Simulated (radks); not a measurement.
The numbers below are computed, except where a source is named.
Neutral antimony inside a hard spherical wall (all orbitals vanish at R), configuration held at [Kr] 4d10 5s2 5p3 and not refilled when levels cross. Code: a radial shooting solver on a logarithmic mesh with Libxc functionals. Model: scalar-relativistic Kohn-Sham, PBE, spin-unpolarised, spherical densities, finite nucleus; Fermi nuclear charge, rms radius 4.6802 fm. Eigenvalues in eV, with the zero of energy where the potential of the charges vanishes at infinity; a dash marks a level that is unbound or too diffuse for the functional's potential to be trusted. A positive occupied level is held by the wall or, in an anion where self-interaction has pushed it up, behind a barrier. The pressure on the wall is -dE/dV.

[
 {"R (bohr)": "free", "E (hartree)": "-6481.26863", "kinetic (hartree)": "6778.297", "e(4p)": "-101.79", "e(4d)": "-33.508", "e(5s)": "-12.830", "e(5p)": "-4.828", "e(6s, empty)": "-", "e(5d, empty)": "-", "pressure (GPa)": "0"},
 {"R (bohr)": "10", "E (hartree)": "-6481.26824", "kinetic (hartree)": "6778.301", "e(4p)": "-101.75", "e(4d)": "-33.473", "e(5s)": "-12.800", "e(5p)": "-4.799", "e(6s, empty)": "0.248", "e(5d, empty)": "1.781", "pressure (GPa)": "0.0107"},
 {"R (bohr)": "5", "E (hartree)": "-6481.11994", "kinetic (hartree)": "6779.092", "e(4p)": "-98.567", "e(4d)": "-30.353", "e(5s)": "-10.331", "e(5p)": "-1.807", "e(6s, empty)": "14.156", "e(5d, empty)": "9.579", "pressure (GPa)": "17.8"},
 {"R (bohr)": "4", "E (hartree)": "-6480.70785", "kinetic (hartree)": "6780.859", "e(4p)": "-94.288", "e(4d)": "-26.233", "e(5s)": "-6.474", "e(5p)": "3.277", "e(6s, empty)": "32.451", "e(5d, empty)": "18.625", "pressure (GPa)": "114"},
 {"R (bohr)": "3.5", "E (hartree)": "-6480.12015", "kinetic (hartree)": "6783.144", "e(4p)": "-90.267", "e(4d)": "-22.408", "e(5s)": "-2.066", "e(5p)": "9.045", "e(6s, empty)": "51.511", "e(5d, empty)": "27.939", "pressure (GPa)": "326"},
 {"R (bohr)": "3", "E (hartree)": "-6478.77034", "kinetic (hartree)": "6788.136", "e(4p)": "-83.632", "e(4d)": "-16.114", "e(5s)": "6.724", "e(5p)": "20.252", "e(6s, empty)": "85.757", "e(5d, empty)": "44.680", "pressure (GPa)": "1060"},
 {"R (bohr)": "2", "E (hartree)": "-6464.55440", "kinetic (hartree)": "6837.452", "e(4p)": "-46.182", "e(4d)": "21.937", "e(5s)": "80.696", "e(5p)": "107.22", "e(6s, empty)": "303.58", "e(5d, empty)": "153.10", "pressure (GPa)": "22000"},
 {"R (bohr)": "1.5", "E (hartree)": "-6422.50445", "kinetic (hartree)": "6968.922", "e(4p)": "20.654", "e(4d)": "96.607", "e(5s)": "259.73", "e(5p)": "300.18", "e(6s, empty)": "708.63", "e(5d, empty)": "359.07", "pressure (GPa)": "172000"}
]
